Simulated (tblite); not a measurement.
C5H13FO2Si2.
Numbering: `[CH3:1][O:2][Si:3]([CH3:4])([CH3:5])[SiH2:6][C@@H:7]([F:8])[CH:9]=[O:10]` (hydrogens: H11, H12, H13 on C1; H14, H15, H16 on C4; H17, H18, H19 on C5; H20, H21 on Si6; H22 on C7; H23 on C9)

Structure used (GFN2-xTB), in Å, numbered top down from 1:
```
atom  x, y, z in Å
C1    -1.2780   -2.3512   -0.4144
O2    -0.5639   -1.1661   -0.6225
Si3   -0.7927    0.3382   -0.0223
C4    -0.9892    0.3676    1.8773
C5    -2.3613    1.1441   -0.7684
Si6    1.1389    1.3290   -0.8276
C7     2.5910    0.0190   -0.6806
F8     3.6967    0.4502   -1.3876
C9     2.9041   -0.1360    0.7430
O10    2.1568   -0.6158    1.5610
H11   -1.3048   -2.6040    0.6469
H12   -2.3015   -2.2585   -0.7851
H13   -0.7714   -3.1486   -0.9596
H14   -1.8934   -0.1444    2.2018
H15   -1.0388    1.3836    2.2581
H16   -0.1422   -0.1201    2.3522
H17   -3.2704    0.6750   -0.3996
H18   -2.4215    2.1994   -0.5219
H19   -2.3703    1.0622   -1.8519
H20    1.6080    2.4887   -0.0548
H21    1.2618    1.7340   -2.2353
H22    2.2577   -0.9158   -1.1342
H23    3.8794    0.2965    1.0354
```

Method: GFN2-xTB as coded in tblite; computed harmonic values from a numerical Hessian at the method's own geometry, unscaled. Against measured fundamentals such values can be off by several per cent, at times by over 20. Modes of hydrogen on silicon can be 10 to 20 % off. One conformer, not necessarily the lowest.

Harmonic wavenumbers (cm⁻¹): 25.3, 39.5, 64.7, 73.4, 88.9, 92.5, 112.2, 120.0, 138.9, 142.8, 152.2, 187.4, 199.0, 238.3, 242.8, 292.6, 326.3, 386.2, 448.4, 540.9, 568.3, 604.3, 647.8, 682.6, 724.3, 747.4, 776.3, 799.8, 809.7, 839.3, 845.9, 876.2, 1025.0, 1054.7, 1109.5, 1121.5, 1128.7, 1142.7, 1243.1, 1363.2, 1370.7, 1375.8, 1411.9, 1474.8, 1479.4, 1482.9, 1484.7, 1489.2, 1492.6, 1739.5, 2198.7, 2215.3, 2784.3, 2955.0, 2955.6, 2971.8, 2990.2, 3011.7, 3024.3, 3034.5, 3043.2, 3044.4, 3051.6.

A = 1299, B = 605.3, C = 560.1 MHz; mass 180.044 u (most abundant isotopes); point group C1, symmetry number 1.

**Question.** What is the zero-point energy?

**Answer.** ½Σν̃ = 37052 cm⁻¹ = 443.24 kJ/mol.

**Question.** Entropy at 200 K, 1 bar (ideal gas, RRHO, classical rotation)?

**Answer.** Translation 165.32, rotation 124.59, vibration 175.41: S = 465.3 J/(mol K).

**Question.** And Cp and H(200 K) − H(0)?

**Answer.** Cp = 186.41 J/(mol K), of which vibrations give 153.15 (their classical limit is 63 R = 523.8); H(200 K) − H(0) = 24.46 kJ/mol without the zero-point energy, 17.81 from vibrations.

**Question.** How do the functions run with temperature in this model?

**Answer.** 
| T (K) | S (J/(mol K)) | Cp (J/(mol K)) | H − H(0) (kJ/mol) | G − H(0) (kJ/mol) | ln q(vib) |
| --- | --- | --- | --- | --- | --- |
| 150 | 415.5 | 161.1 | 15.77 | -46.55 | 7.61 |
| 250 | 509.6 | 211.0 | 34.40 | -92.99 | 12.98 |
| 298.15 | 548.7 | 234.0 | 45.12 | -118.48 | 15.33 |
| 400 | 623.9 | 278.6 | 71.28 | -178.27 | 19.96 |
| 600 | 750.6 | 346.9 | 134.24 | -316.11 | 28.10 |
| 900 | 905.1 | 414.4 | 249.23 | -565.34 | 38.66 |

q(vib) and H(0) count from the zero-point level.

**Question.** Blend soft modes into free rotors: weight 1/[1 + (100 cm⁻¹/ν̃)⁴] for the oscillator and the rest for a rotor with moment μB/(μ + B), μ = h/(8π²ν), B = 10⁻⁴⁴ kg m². What vibrational entropy results?

**Answer.** 159.19 J/(mol K) in place of 175.41, which changes −T·S at 200 K by +3.24 kJ/mol.

**Question.** Which modes carry the vibrational entropy at 200 K?

**Answer.** 25.3 cm⁻¹: 22.49; 39.5 cm⁻¹: 18.80; 64.7 cm⁻¹: 14.75; 73.4 cm⁻¹: 13.72; 88.9 cm⁻¹: 12.17; 92.5 cm⁻¹: 11.85 J/(mol K); the other 57 give 81.62 together.

Hindered rotation and anharmonicity are outside this model. Other conformers, if any are populated, would add a mixing term that is left out. The structure is chiral; the term R ln 2 for an equal mix with its mirror image is left out.
